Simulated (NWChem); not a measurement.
System: CH$_{4}$AlFOS; SMILES [F][Al]([SH])[O]C

The following NWChem deck was run.

```
start job
memory heap 200 mb stack 900 mb global 1100 mb
geometry units angstroms noautoz
  Al    -0.182499    -0.103829     0.051388
  F     -1.805639    -0.055965     0.405920
  O      0.737148     1.285903    -0.092771
  C      0.726421     2.672771    -0.037048
  H      1.045025     3.101312    -1.003151
  H     -0.271638     3.082837     0.200518
  H      1.430697     3.034246     0.732360
  S      0.764508    -2.028443    -0.231395
  H     -0.390453    -2.695606    -0.007336
end
basis spherical
  Al library def2-svp
  F library def2-svp
  O library def2-svp
  C library def2-svp
  H library def2-svp
  S library def2-svp
end
dft
  xc pbe0
  iterations 150
  mulliken
end
task dft energy
```

NWChem printed, in part:

```
             Northwest Computational Chemistry Package (NWChem) 7.3.0
             --------------------------------------------------------

 C1  symmetry detected

                             Geometry "geometry" -> ""
                             -------------------------

 Output coordinates in angstroms (scale by  1.889725989 to convert to a.u.)

  No.       Tag          Charge          X              Y              Z
 ---- ---------------- ---------- -------------- -------------- --------------
    1 Al                  13.0000    -0.29102669    -0.07358998     0.00028158
    2 F                    9.0000    -1.95157267    -0.00179658    -0.00006576
    3 O                    8.0000     0.65817096     1.30369388     0.00093967
    4 C                    6.0000     0.65582450     2.69171939    -0.00068198
    5 H                    1.0000     1.17807417     3.07849647    -0.89296538
    6 H                    1.0000    -0.36390790     3.11697485     0.00345669
    7 H                    1.0000     1.18615885     3.08027101     0.88612727
    8 S                   16.0000     0.66662026    -2.01365175    -0.00014690
    9 H                    1.0000    -0.51906296    -2.66434272    -0.00076225

 Effective nuclear repulsion energy (a.u.)     270.7893870287

                                 NWChem DFT Module
                                 -----------------

 Summary of "ao basis" -> "ao basis" (spherical)
 ------------------------------------------------------------------------------
       Tag                 Description            Shells   Functions and Types
 ---------------- ------------------------------  ------  ---------------------
 Al                         def2-svp                 8       18   4s3p1d
 F                          def2-svp                 6       14   3s2p1d
 O                          def2-svp                 6       14   3s2p1d
 C                          def2-svp                 6       14   3s2p1d
 H                          def2-svp                 3        5   2s1p
 S                          def2-svp                 8       18   4s3p1d

            General Information
            -------------------
          SCF calculation type: DFT
          Wavefunction type:  closed shell.
          No. of atoms     :     9
          No. of electrons :    56
           Alpha electrons :    28
            Beta electrons :    28
          Charge           :     0
          Spin multiplicity:     1
          Use of symmetry is: off; symmetry adaption is: off
          Maximum number of iterations: 150
          AO basis - number of functions:    98
                     number of shells:    46
          Convergence on energy requested:  1.00D-06
          Convergence on density requested:  1.00D-05
          Convergence on gradient requested:  5.00D-04

              XC Information
              --------------
                         PBE0 Method XC Functional
                     Hartree-Fock (Exact) Exchange  0.250
          PerdewBurkeErnzerhof Exchange Functional  0.750
            Perdew 1991 LDA Correlation Functional  1.000 local
           PerdewBurkeErnz. Correlation Functional  1.000 non-local

             Grid Information
             ----------------
          Grid used for XC integration:  medium
          Radial quadrature: Mura-Knowles
          Angular quadrature: Lebedev.
          Tag              B.-S. Rad. Rad. Pts. Rad. Cut. Ang. Pts.
          ---              ---------- --------- --------- ---------
          Al                  1.25       88          10.0       590
          F                   0.50       49          11.0       434
          O                   0.60       49          11.0       434
          C                   0.70       49          13.0       434
          H                   0.35       45          14.0       434
          S                   1.00       88          12.0       590
          Grid pruning is: on
          Number of quadrature shells:   503
          Spatial weights used:  Erf1

      Superposition of Atomic Density Guess
      -------------------------------------

 Sum of atomic energies:        -852.74432746

      Non-variational initial energy
      ------------------------------

 Total energy =    -854.147577
 1-e energy   =   -1719.264659
 2-e energy   =     594.327696
 HOMO         =      -0.337467
 LUMO         =      -0.029871

     ---------------------------------------------
      Total Density - Mulliken Population Analysis
     ---------------------------------------------

    Atom       Charge   Shell Charges
 -----------   ------   -------------------------------------------------------
    1 Al  13    11.53   2.00  1.99  0.60  0.06  5.93  0.49  0.23  0.23
    2 F    9     9.67   1.99  1.15  0.79  3.56  2.18  0.00
    3 O    8     8.90   1.99  1.10  0.66  3.12  2.02  0.01
    4 C    6     5.84   1.99  0.91  0.21  1.84  0.84  0.05
    5 H    1     0.93   0.69  0.22  0.02
    6 H    1     0.93   0.69  0.22  0.02
    7 H    1     0.93   0.69  0.22  0.02
    8 S   16    16.47   2.00  1.99  1.20  0.64  5.94  1.80  2.88  0.02
    9 H    1     0.78   0.57  0.18  0.03

   convergence    iter        energy       DeltaE   RMS-Dens  Diis-err
 ---------------- ----- ----------------- --------- --------- ---------
 d= 0,ls=0.0,diis     1   -855.4091123620 -1.13D+03  1.40D-02  9.44D-01
 d= 0,ls=0.0,diis     2   -855.3460173485  6.31D-02  7.38D-03  1.90D+00
 d= 0,ls=0.0,diis     3   -855.5156300874 -1.70D-01  1.11D-03  1.52D-02
 d= 0,ls=0.0,diis     4   -855.5167386608 -1.11D-03  4.98D-04  3.67D-03
 d= 0,ls=0.0,diis     5   -855.5172189618 -4.80D-04  9.60D-05  2.09D-04
  Resetting Diis
 d= 0,ls=0.0,diis     6   -855.5172381533 -1.92D-05  3.25D-05  2.27D-05
 d= 0,ls=0.0,diis     7   -855.5172403648 -2.21D-06  1.48D-05  1.01D-06
 d= 0,ls=0.0,diis     8   -855.5172403550  9.83D-09  7.38D-06  1.32D-06

         Total DFT energy =     -855.517240354974
      One electron energy =    -1723.558449283959
           Coulomb energy =      667.219752909323
    Exchange-Corr. energy =      -69.967931009050
 Nuclear repulsion energy =      270.789387028712

 Numeric. integr. density =       56.000003911585

                       DFT Final Molecular Orbital Analysis
                       ------------------------------------

 Vector   26  Occ=2.000000D+00  E=-3.122119D-01
              MO Center=  5.1D-01,  1.7D+00,  8.9D-03, r^2= 1.9D+00
   Bfn.  Coefficient  Atom+Function         Bfn.  Coefficient  Atom+Function
  ----- ------------  ---------------      ----- ------------  ---------------
    36      0.513099  3 O  px                39      0.385623  3 O  px
    66      0.262112  6 H  s                 50     -0.225908  4 C  px
    67      0.173315  6 H  s                 71     -0.132914  7 H  s
    61     -0.115720  5 H  s                  3     -0.113482  1 Al s
    35      0.082341  3 O  s                 11      0.080757  1 Al px

 Vector   27  Occ=2.000000D+00  E=-3.119932D-01
              MO Center=  6.6D-01,  1.4D+00, -8.1D-03, r^2= 3.0D+00
   Bfn.  Coefficient  Atom+Function         Bfn.  Coefficient  Atom+Function
  ----- ------------  ---------------      ----- ------------  ---------------
    38      0.478294  3 O  pz                41      0.378185  3 O  pz
    52     -0.218057  4 C  pz                61      0.215058  5 H  s
    71     -0.205032  7 H  s                 88      0.174623  8 S  pz
    85      0.130162  8 S  pz                62      0.126560  5 H  s
    72     -0.120491  7 H  s                 13      0.116452  1 Al pz

 Vector   28  Occ=2.000000D+00  E=-2.833750D-01
              MO Center=  6.1D-01, -1.5D+00, -2.3D-04, r^2= 2.9D+00
   Bfn.  Coefficient  Atom+Function         Bfn.  Coefficient  Atom+Function
  ----- ------------  ---------------      ----- ------------  ---------------
    88      0.603947  8 S  pz                85      0.411594  8 S  pz
    82      0.236947  8 S  pz                38     -0.198919  3 O  pz
    41     -0.160606  3 O  pz                61     -0.076131  5 H  s
    71      0.075688  7 H  s                 15     -0.069890  1 Al d -1
    52      0.069006  4 C  pz                13      0.059993  1 Al pz

 Vector   29  Occ=0.000000D+00  E=-1.697653D-02
              MO Center= -3.2D-01, -1.6D-01,  3.0D-04, r^2= 4.8D+00
   Bfn.  Coefficient  Atom+Function         Bfn.  Coefficient  Atom+Function
  ----- ------------  ---------------      ----- ------------  ---------------
     4      1.187517  1 Al s                 79     -0.378948  8 S  s
    35     -0.338858  3 O  s                 87     -0.309565  8 S  py
    21     -0.253064  2 F  s                 86      0.221471  8 S  px
     2      0.214334  1 Al s                 78     -0.209347  8 S  s
    49     -0.192613  4 C  s                  3      0.146952  1 Al s

 Vector   30  Occ=0.000000D+00  E= 1.050823D-02
              MO Center= -2.1D-01, -1.5D-01, -4.9D-04, r^2= 4.3D+00
   Bfn.  Coefficient  Atom+Function         Bfn.  Coefficient  Atom+Function
  ----- ------------  ---------------      ----- ------------  ---------------
    13      0.823084  1 Al pz                10      0.343393  1 Al pz
    88     -0.327558  8 S  pz                41     -0.201572  3 O  pz
    38     -0.195592  3 O  pz                 7     -0.176330  1 Al pz
    24      0.176144  2 F  pz                27     -0.169537  2 F  pz
    85     -0.157695  8 S  pz                62     -0.141949  5 H  s

 Vector   31  Occ=0.000000D+00  E= 3.376559D-02
              MO Center= -7.9D-02, -2.0D+00, -3.4D-04, r^2= 3.7D+00
   Bfn.  Coefficient  Atom+Function         Bfn.  Coefficient  Atom+Function
  ----- ------------  ---------------      ----- ------------  ---------------
    95      1.172893  9 H  s                 79     -0.772951  8 S  s
    86      0.618567  8 S  px                87      0.481899  8 S  py
    11      0.394249  1 Al px                94      0.345119  9 H  s
     3     -0.341026  1 Al s                 84      0.160856  8 S  py
    67     -0.153591  6 H  s                 83      0.153054  8 S  px

     ---------------------------------------------
      Total Density - Mulliken Population Analysis
     ---------------------------------------------

    Atom       Charge   Shell Charges
 -----------   ------   -------------------------------------------------------
    1 Al  13    12.08   2.00  1.98  0.66 -0.03  5.93  0.80  0.36  0.38
    2 F    9     9.41   1.99  1.12  0.82  3.34  2.15  0.00
    3 O    8     8.56   1.99  1.05  0.69  2.90  1.92  0.01
    4 C    6     5.85   1.99  0.89  0.15  2.05  0.72  0.06
    5 H    1     0.96   0.75  0.19  0.02
    6 H    1     0.97   0.75  0.19  0.02
    7 H    1     0.96   0.75  0.19  0.02
    8 S   16    16.31   2.00  1.98  1.23  0.63  5.93  1.81  2.69  0.04
    9 H    1     0.89   0.70  0.16  0.03

     -------------------------------------------
      Total Density - Lowdin Population Analysis
     -------------------------------------------

    Atom       Charge   Shell Charges
 -----------   ------   -------------------------------------------------------
    1 Al  13    12.63   2.00  1.93  0.49  0.19  5.81  0.94  0.62  0.65
    2 F    9     9.24   1.98  1.01  0.77  3.21  2.26  0.00
    3 O    8     8.25   1.97  0.88  0.58  2.77  2.05  0.01
    4 C    6     5.93   1.96  0.57  0.31  1.82  1.14  0.13
    5 H    1     0.98   0.65  0.27  0.06
    6 H    1     0.98   0.65  0.27  0.06
    7 H    1     0.98   0.65  0.27  0.06
    8 S   16    16.01   2.00  1.95  0.97  0.67  5.81  1.89  2.67  0.05
    9 H    1     0.99   0.60  0.30  0.08

     Multipole analysis of the density
     ---------------------------------

     L   x y z        total         alpha         beta         nuclear
     -   - - -        -----         -----         ----         -------
     0   0 0 0     -0.000000    -28.000000    -28.000000     56.000000

     1   1 0 0     -0.048587     -0.024294     -0.024294      0.000000
     1   0 1 0      0.404350      0.202175      0.202175      0.000000
     1   0 0 1     -0.000787     -0.000394     -0.000394      0.000000

     2   2 0 0    -35.721143   -110.229244   -110.229244    184.737345
     2   1 1 0      2.578451     -5.527532     -5.527532     13.633514
     2   1 0 1     -0.001310      0.001072      0.001072     -0.003453
     2   0 2 0    -27.979309   -295.738862   -295.738862    563.498416
     2   0 1 1     -0.002447      0.004888      0.004888     -0.012222
     2   0 0 2    -29.874067    -17.762875    -17.762875      5.651682
```

Level: PBE0/def2-SVP. Geometry: optimised at PBE0/def2-SVP.
